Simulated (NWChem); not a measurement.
Molecule: C3H4S2; SMILES C1SC=CS1

```xyz
9

C     -1.2835     0.0827     0.6759
C     -1.2835     0.0827    -0.6759
S      0.2660    -0.1197    -1.5026
C      1.2583     0.2620     0.0000
S      0.2660    -0.1197     1.5026
H     -2.1878     0.1492     1.2974
H     -2.1878     0.1492    -1.2974
H      1.5473     1.3342     0.0000
H      2.1684    -0.3677     0.0000
```
Atoms are numbered in this order, from 1.

Results from NWChem. Pople sets run with spherical d functions. Structure relaxed at the PBE-D3(BJ)/def2-SVP level.

Question: Among these, which level gives the highest value of “highest occupied level (eV)”?
A) TPSS/6-31+G*
B) TPSS/6-311G**
C) TPSS/6-31G*
D) TPSS/STO-3G

Answer: D, TPSS/STO-3G. Values: TPSS/6-31+G* -4.74; TPSS/6-311G** -4.74; TPSS/6-31G* -4.56; TPSS/STO-3G -1.51
